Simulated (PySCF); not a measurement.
**Electron correlation in Al⁻ (aluminium, charge -1)**

[Ne] 3s2 3p2, high-spin 3P determinant. All numbers are calculated (PySCF 2.14, the spin-free X2C one-electron Hamiltonian (Gaussian nucleus), in dyall-acv3z). Frozen: 1s2; 12 electrons correlated; the 18 highest virtual orbitals of each spin left out.

MP2 pair energies summed by pair of shells (mhartree):

```
 pair   energy  share (%)
2p-2p  -192.29       56.5
2s-2p   -63.23       18.6
3s-3p   -27.29        8.0
3s-3s   -17.77        5.2
2p-3s   -16.95        5.0
2s-2s    -9.88        2.9
2p-3p    -5.18        1.5
3p-3p    -5.01        1.5
2s-3s    -1.91        0.6
2s-3p    -0.73        0.2
```

Total MP2 correlation energy: -340.23 mhartree.

Same-spin part -88.12 and opposite-spin part -252.12 mhartree; SCS-MP2 scales them by 1/3 and 6/5 to -331.91 mhartree.
